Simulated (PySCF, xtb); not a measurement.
# Relative energy of two structures of GeH2OS

We compare a, a singlet given by its coordinates, with b, a singlet given by its coordinates. Both are isolated molecules in the gas phase, relaxed with B3LYP-D3(BJ)/def2-SVP.

a (Å):

```xyz
5

Ge   -1.1873   -0.0886    1.0692
O    -1.9586   -0.1924   -0.5453
S     0.7693    0.9134    0.4184
H     1.2737    0.9507    1.6737
H    -1.4647    0.1513   -1.3042
```

Close contacts (Å): Ge1–O2 1.79, Ge1–S3 2.29, O2–H5 0.97, S3–H4 1.35.

b (Å):

```xyz
5

Ge   -0.0688   -0.9510   -0.7061
O     1.6172   -0.8586   -1.3107
S    -0.3656    1.1551    0.1693
H     0.8644    1.6450   -0.1191
H     2.1141   -0.0358   -1.2003
```

Close contacts (Å): Ge1–O2 1.79, Ge1–S3 2.30, O2–H5 0.97, S3–H4 1.36.

Energies in hartree; the thermal terms are from GFN2-xTB frequencies at re-optimised GFN2-xTB minima (ideal gas, soft modes damped towards free rotors, one conformer each, 298.15 K, 1 atm) and include the zero-point energy:

|  | a | b |
| --- | --- | --- |
| E, CCSD(T)/def2-SVP | −2549.085631 | −2549.083119 |
| E, MP2/def2-SVP | −2549.050164 | −2549.047447 |
| E, MP2/def2-TZVPP | −2549.676746 | −2549.673465 |
| zero-point energy | 0.020469 | 0.020012 |
| H(298 K) − E | 0.026513 | 0.026238 |
| G(298 K) − E | −0.008334 | −0.008997 |

Q: Correct the CCSD(T) difference for the basis set by the MP2 change, then work out ΔE, ΔE₀, ΔH and ΔG for a → b in kJ/mol (1 Eh = 2625.50 kJ/mol) and the equilibrium ratio [b]/[a].

A: 1. Differences b − a: CCSD(T) +0.002512, MP2 in the small set +0.002717, MP2 in the large set +0.003281 Eh.
2. ΔE = +0.002512 + (+0.003281 − (+0.002717)) = +0.003076 Eh = +8.08 kJ/mol.
3. ΔE₀ = ΔE + ΔZPE = +0.003076 + (−0.000457) Eh = +6.88 kJ/mol.
4. ΔH = ΔE + (−0.000275) Eh = +7.35 kJ/mol.
5. ΔG = ΔE + (−0.000663) Eh = +6.34 kJ/mol, so ΔS = (ΔH − ΔG)/T = +3.4 J/(mol K).
6. kT = 0.9442 mEh, so K = [b]/[a] = exp(−ΔG/kT) = exp(−2.56) ≈ 0.078.

Structure a is favoured at this temperature. An error of 4 kJ/mol in ΔG would change K by a factor of 5. Mirror images and further conformers aren't counted.

Other levels gave ΔE = +5.6 (B3LYP-D3(BJ)/def2-SVP); +7.3 (HF/def2-SVP); +7.1 (MP2/def2-SVP); +6.6 (CCSD(T)/def2-SVP) kJ/mol. The correlated steps freeze 15 core orbitals; the filled d shell of Ge is correlated, in a basis made for valence electrons. Programs: PySCF 2.14.0, xtb 6.7.1.
